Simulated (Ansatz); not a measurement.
Reactions of F$_{3}$HSSi (`F[Si](F)(F)S`).

Computed with Ansatz on PBE0-D4/def2-TZVP structures; ΔE is electronic, products minus reactants. CCSD(T)/CBS adds triple-zeta CCSD(T) − MP2 to the extrapolated MP2 energy (def2 sets, frozen cores). This one scheme is used for every species. Open shells (•) are unrestricted, without spin–orbit coupling. One conformer a species, not always the lowest.

Q: Order these by ΔE at CCSD(T)/CBS, lowest first. (An estimate is asked.)
A. `F[Si](F)(F)S` → F₂ + `F[Si]S`
B. `F[Si](F)(F)S` + `O[SiH](O)N[SiH](Cl)Cl` → `O[SiH](O)N[Si](F)(F)F` + `S[SiH](Cl)Cl`
C. `F[Si](F)(F)S` + `F[SiH](F)S[SiH2]Cl` → `F[SiH](F)[Si](F)(F)F` + `SS[SiH2]Cl`
D. `F[Si](F)(F)S` + H₂O → `O[Si](F)(F)F` + H₂S
E. `F[Si](F)(F)S` → `[SH]`• + `F[Si](F)F`•
F. `F[Si](F)(F)S` + H₂ → `F[SiH](F)S` + H–F
G. `F[Si](F)(F)S` + `O[Si](Cl)(Cl)Cl` → `F[Si](F)(F)O[Si](Cl)(Cl)Cl` + H₂S

A: G (-71.2 kJ/mol), D (-57.7 kJ/mol), B (-14.6 kJ/mol), F (+129.2 kJ/mol), C (+196.6 kJ/mol), E (+421.1 kJ/mol), A (+995.3 kJ/mol).

Largest T1 diagnostic: 0.015, for `F[Si]S`.
